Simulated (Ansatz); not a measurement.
`[OH][InH][ZnH]` + `BS` → `B[S][ZnH]` + `[OH][InH2]` at 600 K and 1 bar (cleavage of the Zn–In bond).

Program: Ansatz. Geometries: PBE0-D4/def2-TZVP. ΔE: electronic, gas phase. CCSD(T)/CBS adds triple-zeta CCSD(T) − MP2 to the extrapolated MP2 energy (def2 sets, frozen cores). This one scheme is used for every species. Elements past krypton have def2 core potentials. For In, Zn outer-core shells are correlated without core-valence functions, which leaves a few kJ/mol of doubt a bond. Scalar relativity is left out up to krypton. Each species was taken in one conformer, which may not be the lowest.

| species | CCSD(T)/CBS energy (Eh) | H − E (kJ/mol) | S (J/(mol·K)) |
| --- | --- | --- | --- |
| `[OH][InH][ZnH]` | -2045.17442 | 114.3 | 406.2 |
| `BS` | -424.38198 | 108.7 | 286.1 |
| `B[S][ZnH]` | -2202.78318 | 117.6 | 366.2 |
| `[OH][InH2]` | -266.78179 | 100.4 | 326.1 |

H − E and S are ideal-gas, rigid-rotor, harmonic terms from PBE0-D4/def2-TZVP, for one conformer and one mirror image of each species. 1 Eh = 2625.50 kJ/mol, R = 8.31446 J/(mol·K).

By hand: ΔE, ΔH, ΔS and ΔG.

ΔE = (-2202.78318) + (-266.78179) − (-2045.17442) − (-424.38198) = -0.00857 Eh = -22.5 kJ/mol. Δ(H − E) = 117.6 + 100.4 − 114.3 − 108.7 = -5.0, so ΔH = -27.5 kJ/mol. ΔS = 366.2 + 326.1 − 406.2 − 286.1 = 0.0 J/(mol·K). ΔG = -27.5 − 600 × (0.0)/1000 = -27.5 kJ/mol.

By hand: the equilibrium constant, and the temperature at which ΔG would vanish if ΔH and ΔS stayed fixed.

log₁₀ K = −ΔG/(RT ln 10) = 2.4. With ΔH or ΔS at zero there is no such temperature.

The number of gas molecules stays the same, so ΔS is small and ΔH decides. A doubt of 5 kJ/mol in ΔE shifts log₁₀ K by 0.4 here. Other conformers and mirror images would add mixing entropy, several J/(mol·K) or more a flexible species. These are equilibria of isolated gas molecules and say nothing of rates. Largest T1 diagnostic: 0.017 (customary marks: 0.02 for closed shells, 0.045 for open ones).

ΔS is within the doubt of such terms, so its sign, and with it that verdict, could turn.
